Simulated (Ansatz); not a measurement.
Two isomers of CH9NOSi2: A = `C[SiH2][SiH](N)O`, B = `OC([SiH3])N[SiH3]`.

Gas-phase electronic energies from Ansatz, PBE0-D4/def2-TZVP geometries. CBS: MP2 limit from def2 TZ/QZ plus the TZ coupled-cluster correction, frozen cores. Functionals use def2-TZVPP. Each species was taken in one conformer, which may not be the lowest.

Question: Which isomer does CCSD(T)/CBS put lower? Give the gap. (An estimate is asked.)

Answer: Ansatz gave: A, by 62.9 kcal/mol.

Question: Give E(B) − E(A) in kcal/mol with HF/def2-TZVPP, MP2/def2-TZVPP, B2PLYP, CCSD/def2-TZVPP, PBE0-D4, r2SCAN-D4, CCSD(T)/def2-TZVPP. (An estimate is asked.)

Answer: Ansatz gave: HF/def2-TZVPP 60.4, MP2/def2-TZVPP 62.9, B2PLYP 61.9, CCSD/def2-TZVPP 61.4, PBE0-D4 62.3, r2SCAN-D4 63.3, CCSD(T)/def2-TZVPP 61.2. None reverses the order clearly.

Largest T1 diagnostic: 0.012.

In def2-TZVPP, CCSD(T) changes the Hartree–Fock value by +0.8 kcal/mol (the triples alone add −0.3 kcal/mol) and MP2 by +2.5 kcal/mol. From PBE to PBE0 (25 % exact exchange), in def2-TZVPP and without D4, E(B) − E(A) moves by +1.1 kcal/mol.
